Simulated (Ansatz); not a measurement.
This geometry of Cl$_{3}$FH$_{2}$HfO (8 atoms, charge 0, multiplicity 1) is a first-order saddle point.

The calculation used Ansatz, RHF/def2-SVP.

```xyz
8
Properties=species:S:1:pos:R:3
Hf -0.363 0.050 -0.210
F -0.475 0.890 1.818
Cl 1.881 -0.640 0.088
Cl -0.595 2.181 -1.213
Cl -1.123 -1.408 -1.928
O -1.830 -0.639 1.097
H -2.554 -1.240 1.171
H -1.307 0.177 1.860
```

(1) Which two structures does it join? (They come from a converged band through this point; their orientation in space is the band's.)

(2) How far does it lie above each of them?

Answers

(1) Bonds broken: O6–H8. Bonds formed: F2–H8.

Image 0:

```xyz
8
Properties=species:S:1:pos:R:3
Hf -0.027 0.019 -0.017
F 0.285 0.076 1.879
Cl 2.249 -0.025 -0.694
Cl -0.793 2.069 -0.959
Cl -0.824 -1.941 -1.153
O -2.126 -0.188 1.014
H -2.917 -0.576 0.663
H -2.213 -0.063 1.952
```

Image 6:

```xyz
8
Properties=species:S:1:pos:R:3
Hf -0.469 -0.083 -0.285
F -0.373 0.987 1.906
Cl 1.746 -0.780 0.249
Cl -0.731 2.151 -1.071
Cl -0.973 -1.378 -2.205
O -1.879 -0.733 0.905
H -2.600 -1.343 0.901
H -1.086 0.550 2.283
```

(2) 1.21 eV above the first and 0.28 eV above the second. This is the barrier of this one path; another mechanism may lie lower. The orbitals stay closed-shell, which can raise the energy where a bond breaks towards radicals; this wasn't checked here.

Time of the run: 9.2 min on 2 threads of Arm Neoverse N1, on a shared host, peak memory 0.33 GiB.
